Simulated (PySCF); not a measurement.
PySCF job for perfluoro-THF (C4F8O), SMILES FC1(F)OC(F)(F)C(F)(F)C1(F)F, ωB97X-D3(BJ)/def2-SVP. 

```python
import numpy as np
from pyscf import gto, scf, dft
from pyscf.geomopt import geometric_solver

mol = gto.M(
    atom='''
    F     2.36507738    0.76270387   -0.20734032
    C     1.31582043    0.14818891    0.32765387
    F     1.78699887   -0.69249999    1.25637463
    O     0.47501131    1.07318249    0.90375122
    C    -0.84906443    0.90411929    0.56792147
    F    -1.60116552    0.93058861    1.66312449
    F    -1.26083810    1.90986786   -0.21270485
    C    -0.96257776   -0.45643788   -0.19531168
    F    -1.89509493   -0.43535284   -1.14842567
    F    -1.26554992   -1.44272518    0.66235786
    C     0.47947251   -0.63465550   -0.73688184
    F     0.60307725   -0.05208972   -1.93927956
    F     0.85616223   -1.90857576   -0.85302883
    ''',
    basis='def2-SVP',
    charge=0,
    spin=0,
    max_memory=1600,
    verbose=3,
)
mf = dft.RKS(mol, xc='wb97x-d3bj').density_fit(auxbasis='def2-universal-jkfit')
mf.grids.level = 3
mf.conv_tol = 1e-9
mf.max_cycle = 100
mf.kernel()
grad = mf.nuc_grad_method()
grad.grid_response = mol.nao <= 150
conv, mol_eq = geometric_solver.kernel(grad, convergence_set='GAU_TIGHT', maxsteps=100)
print(mol_eq.tostring(format='xyz'))
mf.reset(mol_eq)
mf.kernel()
```

It prints:

```
converged SCF energy = -1025.72175315093
[banner and settings of the optimiser left out]
Geometry optimization cycle 1
Cartesian coordinates (Angstrom)
 Atom        New coordinates             dX        dY        dZ
   F   2.365077   0.762704  -0.207340    0.000000  0.000000  0.000000
   C   1.315820   0.148189   0.327654    0.000000 -0.000000  0.000000
   F   1.786999  -0.692500   1.256375    0.000000  0.000000  0.000000
   O   0.475011   1.073182   0.903751    0.000000  0.000000 -0.000000
   C  -0.849064   0.904119   0.567921    0.000000  0.000000  0.000000
   F  -1.601166   0.930589   1.663124    0.000000  0.000000  0.000000
   F  -1.260838   1.909868  -0.212705    0.000000  0.000000  0.000000
   C  -0.962578  -0.456438  -0.195312    0.000000  0.000000  0.000000
   F  -1.895095  -0.435353  -1.148426    0.000000  0.000000  0.000000
   F  -1.265550  -1.442725   0.662358    0.000000  0.000000  0.000000
   C   0.479473  -0.634655  -0.736882    0.000000  0.000000  0.000000
   F   0.603077  -0.052090  -1.939280    0.000000  0.000000  0.000000
   F   0.856162  -1.908576  -0.853029   -0.000000  0.000000  0.000000

WARN: Mole.unit (angstrom) is changed to Bohr

converged SCF energy = -1025.72175315091
--------------- DFRKS_Scanner gradients ---------------
         x                y                z
0 F     0.0021651001    -0.0031236796     0.0030273143
1 C    -0.0099967318     0.0087727195     0.0036154816
2 F     0.0047857847     0.0006835726    -0.0006823869
3 O    -0.0000534207    -0.0001583499    -0.0000798309
4 C     0.0135592197    -0.0010494447     0.0027755912
5 F    -0.0021984450     0.0034773696    -0.0024258832
6 F    -0.0040013264     0.0013529239     0.0027003219
7 C     0.0017240463     0.0011499393     0.0009872789
8 F    -0.0037024453    -0.0043067418     0.0013604120
9 F    -0.0062724378    -0.0027430825    -0.0019592760
10 C    -0.0005572488     0.0016032881     0.0013762710
11 F     0.0027481518    -0.0045972537    -0.0046021864
[...]
6 F     0.0000332106     0.0000023612     0.0000115583
7 C     0.0000133593    -0.0000028429     0.0000318514
8 F     0.0000312393     0.0000068211     0.0000027170
9 F    -0.0000164897     0.0000096023     0.0000228936
10 C     0.0000198495    -0.0000124445     0.0000517907
11 F     0.0000509235    -0.0000153094     0.0000520425
12 F     0.0000176311    -0.0000149493     0.0000650078
----------------------------------------------
cycle 17: E = -1025.72320033  dE = -1.8988e-09  norm(grad) = 0.000200687
Step   16 : Displace = 9.488e-05/1.429e-04 (rms/max) Trust = 7.208e-03 (+) Grad = 6.009e-06/1.393e-05 (rms/max) E (change) = -1025.7232003275 (-1.899e-09) Quality = 0.563
Hessian Eigenvalues: 4.48816e-03 7.96447e-03 1.57239e-02 ... 5.87590e-01 5.99653e-01 6.00992e-01

Geometry optimization cycle 18
Cartesian coordinates (Angstrom)
 Atom        New coordinates             dX        dY        dZ
   F   2.421664   0.722695  -0.408524   -0.000083  0.000144 -0.000068
   C   1.397441   0.092214   0.153734    0.000051 -0.000037 -0.000053
   F   1.871461  -0.761489   1.063829    0.000227 -0.000133 -0.000222
   O   0.564501   1.016791   0.763410    0.000030 -0.000221  0.000218
   C  -0.775718   0.857621   0.449513    0.000052 -0.000073  0.000048
   F  -1.498300   0.902155   1.562083   -0.000056 -0.000051 -0.000045
   F  -1.174378   1.844507  -0.356730    0.000243  0.000008  0.000016
   C  -0.885111  -0.510776  -0.273205    0.000019  0.000007 -0.000070
   F  -1.862486  -0.539377  -1.176551    0.000018  0.000118 -0.000074
   F  -1.071082  -1.476929   0.637387   -0.000017 -0.000073 -0.000158
   C   0.520380  -0.655369  -0.885691    0.000016  0.000011 -0.000069
   F   0.562950   0.000264  -2.054285    0.000037 -0.000003 -0.000073
   F   0.894985  -1.921276  -1.057098   -0.000003  0.000002 -0.000067
converged SCF energy = -1025.72320030562
--------------- DFRKS_Scanner gradients ---------------
         x                y                z
0 F     0.0000220979    -0.0000248620     0.0000881158
1 C     0.0000111843    -0.0000059361     0.0000498143
2 F    -0.0000191339    -0.0000194116     0.0000865957
3 O     0.0000050837     0.0000038710     0.0000389387
4 C     0.0000072230    -0.0000038534     0.0000337549
5 F    -0.0000126058     0.0000136603     0.0000073895
6 F     0.0000312690     0.0000076617     0.0000025342
7 C     0.0000181867     0.0000008575     0.0000300900
8 F     0.0000296765     0.0000069788     0.0000029992
9 F    -0.0000166009     0.0000080279     0.0000221894
10 C     0.0000167274    -0.0000109197     0.0000561508
11 F     0.0000514724    -0.0000168626     0.0000504822
12 F     0.0000181445    -0.0000151936     0.0000654479
----------------------------------------------
cycle 18: E = -1025.72320031  dE = 2.18374e-08  norm(grad) = 0.000202104
Step   17 : Displace = 1.384e-04/2.510e-04 (rms/max) Trust = 7.208e-03 (=) Grad = 6.295e-06/1.069e-05 (rms/max) E (change) = -1025.7232003056 (+2.184e-08) Quality = -4.373
Not rejecting step - energy change meets convergence criteria
Hessian Eigenvalues: 1.97684e-03 5.50681e-03 1.46743e-02 ... 5.94918e-01 5.99210e-01 6.38445e-01

Geometry optimization cycle 19
Cartesian coordinates (Angstrom)
 Atom        New coordinates             dX        dY        dZ
   F   2.421631   0.722740  -0.408514   -0.000033  0.000044  0.000010
   C   1.397456   0.092179   0.153739    0.000016 -0.000036  0.000005
   F   1.871552  -0.761575   1.063743    0.000092 -0.000086 -0.000086
   O   0.564506   1.016666   0.763544    0.000005 -0.000124  0.000134
   C  -0.775700   0.857594   0.449540    0.000017 -0.000027  0.000027
   F  -1.498358   0.902147   1.562050   -0.000058 -0.000008 -0.000033
   F  -1.174242   1.844531  -0.356707    0.000136  0.000024  0.000023
   C  -0.885114  -0.510767  -0.273234   -0.000003  0.000009 -0.000029
   F  -1.862486  -0.539324  -1.176582   -0.000001  0.000052 -0.000031
   F  -1.071094  -1.476950   0.637327   -0.000012 -0.000021 -0.000060
   C   0.520382  -0.655351  -0.885722    0.000001  0.000018 -0.000031
   F   0.562967   0.000315  -2.054295    0.000017  0.000051 -0.000010
   F   0.894969  -1.921259  -1.057163   -0.000016  0.000017 -0.000066
converged SCF energy = -1025.72320028296
--------------- DFRKS_Scanner gradients ---------------
         x                y                z
0 F     0.0000202542    -0.0000268955     0.0000893921
1 C     0.0000162005    -0.0000065647     0.0000483376
2 F    -0.0000187728    -0.0000178772     0.0000859824
3 O     0.0000049572     0.0000048829     0.0000415087
4 C     0.0000023545    -0.0000081281     0.0000418145
5 F    -0.0000097341     0.0000150660     0.0000005660
6 F     0.0000306309     0.0000096790     0.0000016300
7 C     0.0000149729     0.0000014735     0.0000286072
8 F     0.0000308877     0.0000070011     0.0000036097
9 F    -0.0000164909     0.0000071996     0.0000237049
10 C     0.0000174930    -0.0000085857     0.0000517474
11 F     0.0000518345    -0.0000175361     0.0000511022
12 F     0.0000182522    -0.0000160213     0.0000661282
----------------------------------------------
cycle 19: E = -1025.72320028  dE = 2.2656e-08  norm(grad) = 0.000203353
Step   18 : Displace = 6.747e-05/1.307e-04 (rms/max) Trust = 6.922e-05 (-) Grad = 7.920e-06/1.863e-05 (rms/max) E (change) = -1025.7232002830 (+2.266e-08) Quality = -6.290
Not rejecting step - energy change meets convergence criteria
Hessian Eigenvalues: 2.11893e-03 4.75449e-03 1.34317e-02 ... 5.90506e-01 5.98220e-01 6.67638e-01

Geometry optimization cycle 20
Cartesian coordinates (Angstrom)
 Atom        New coordinates             dX        dY        dZ
   F   2.421621   0.722747  -0.408487   -0.000010  0.000007  0.000027
   C   1.397458   0.092149   0.153759    0.000001 -0.000029  0.000020
   F   1.871586  -0.761631   1.063712    0.000033 -0.000056 -0.000032
   O   0.564507   1.016593   0.763622    0.000001 -0.000073  0.000078
   C  -0.775690   0.857586   0.449554    0.000010 -0.000008  0.000014
   F  -1.498393   0.902134   1.562038   -0.000035 -0.000013 -0.000012
   F  -1.174174   1.844555  -0.356674    0.000068  0.000025  0.000033
   C  -0.885121  -0.510755  -0.273251   -0.000006  0.000011 -0.000018
   F  -1.862489  -0.539290  -1.176605   -0.000002  0.000034 -0.000023
   F  -1.071106  -1.476953   0.637294   -0.000012 -0.000002 -0.000033
   C   0.520379  -0.655335  -0.885738   -0.000002  0.000016 -0.000016
   F   0.562980   0.000368  -2.054289    0.000013  0.000053  0.000007
   F   0.894949  -1.921242  -1.057215   -0.000020  0.000017 -0.000052
converged SCF energy = -1025.72320026689
--------------- DFRKS_Scanner gradients ---------------
         x                y                z
0 F     0.0000205689    -0.0000285777     0.0000900267
1 C     0.0000138914    -0.0000039136     0.0000495290
2 F    -0.0000179309    -0.0000162123     0.0000852023
3 O     0.0000049626     0.0000004707     0.0000420177
4 C     0.0000075246    -0.0000019867     0.0000317439
5 F    -0.0000128033     0.0000153719     0.0000032493
6 F     0.0000301463     0.0000059407     0.0000065089
7 C     0.0000148479    -0.0000019121     0.0000338495
8 F     0.0000293930     0.0000068944     0.0000012424
9 F    -0.0000160899     0.0000090399     0.0000227881
10 C     0.0000195034    -0.0000128860     0.0000527338
11 F     0.0000520197    -0.0000158796     0.0000487256
12 F     0.0000168043    -0.0000128394     0.0000663864
----------------------------------------------
cycle 20: E = -1025.72320027  dE = 1.60724e-08  norm(grad) = 0.000201897
Step   19 : Displace = 3.184e-05/6.227e-05 (rms/max) Trust = 3.374e-05 (-) Grad = 5.311e-06/1.147e-05 (rms/max) E (change) = -1025.7232002669 (+1.607e-08) Quality = -8.018
Not rejecting step - energy change meets convergence criteria
Hessian Eigenvalues: 1.57832e-03 4.71788e-03 1.26890e-02 ... 5.93203e-01 6.13972e-01 7.56804e-01

Geometry optimization cycle 21
Cartesian coordinates (Angstrom)
 Atom        New coordinates             dX        dY        dZ
   F   2.421618   0.722751  -0.408472   -0.000003  0.000004  0.000015
   C   1.397457   0.092130   0.153773   -0.000001 -0.000019  0.000015
   F   1.871598  -0.761662   1.063696    0.000012 -0.000031 -0.000015
   O   0.564507   1.016556   0.763661    0.000000 -0.000038  0.000039
   C  -0.775685   0.857581   0.449564    0.000005 -0.000005  0.000010
   F  -1.498409   0.902121   1.562038   -0.000016 -0.000013 -0.000000
   F  -1.174138   1.844570  -0.356650    0.000036  0.000015  0.000025
   C  -0.885126  -0.510747  -0.273264   -0.000005  0.000008 -0.000013
   F  -1.862490  -0.539265  -1.176619   -0.000002  0.000025 -0.000014
   F  -1.071116  -1.476957   0.637270   -0.000010 -0.000004 -0.000024
   C   0.520378  -0.655324  -0.885748   -0.000002  0.000011 -0.000010
   F   0.562987   0.000402  -2.054281    0.000007  0.000034  0.000007
   F   0.894939  -1.921233  -1.057248   -0.000010  0.000009 -0.000033
converged SCF energy = -1025.7232002604
--------------- DFRKS_Scanner gradients ---------------
         x                y                z
0 F     0.0000262212    -0.0000246380     0.0000859450
1 C     0.0000102314    -0.0000131365     0.0000626593
2 F    -0.0000197935    -0.0000114499     0.0000803929
3 O     0.0000047879     0.0000002216     0.0000394503
4 C     0.0000085525    -0.0000015444     0.0000339327
5 F    -0.0000126670     0.0000154110     0.0000021708
6 F     0.0000303531     0.0000051862     0.0000069281
7 C     0.0000098245     0.0000003553     0.0000285670
8 F     0.0000322483     0.0000065190     0.0000037300
9 F    -0.0000161439     0.0000069105     0.0000253766
10 C     0.0000199107    -0.0000052491     0.0000451283
11 F     0.0000515328    -0.0000182480     0.0000530277
12 F     0.0000178531    -0.0000169329     0.0000666326
----------------------------------------------
cycle 21: E = -1025.72320026  dE = 6.48811e-09  norm(grad) = 0.000200857
Step   20 : Displace = 1.447e-05/2.593e-05 (rms/max) Trust = 1.592e-05 (-) Grad = 4.150e-06/7.816e-06 (rms/max) E (change) = -1025.7232002604 (+6.488e-09) Quality = -6.314
Hessian Eigenvalues: 1.57832e-03 4.71788e-03 1.26890e-02 ... 5.93203e-01 6.13972e-01 7.56804e-01
Converged! =D

13
XYZ from PySCF
F           2.42161765        0.72275100       -0.40847204
C           1.39745695        0.09213026        0.15377347
F           1.87159753       -0.76166225        1.06369612
O           0.56450712        1.01655599        0.76366066
C          -0.77568527        0.85758099        0.44956378
F          -1.49840868        0.90212112        1.56203786
F          -1.17413781        1.84456964       -0.35664981
C          -0.88512593       -0.51074676       -0.27326433
F          -1.86249020       -0.53926506       -1.17661925
F          -1.07111587       -1.47695660        0.63726995
C           0.52037759       -0.65532410       -0.88574807
F           0.56298720        0.00040195       -2.05428133
F           0.89493870       -1.92123331       -1.05724820
converged SCF energy = -1025.72320026047
```

The run converged.
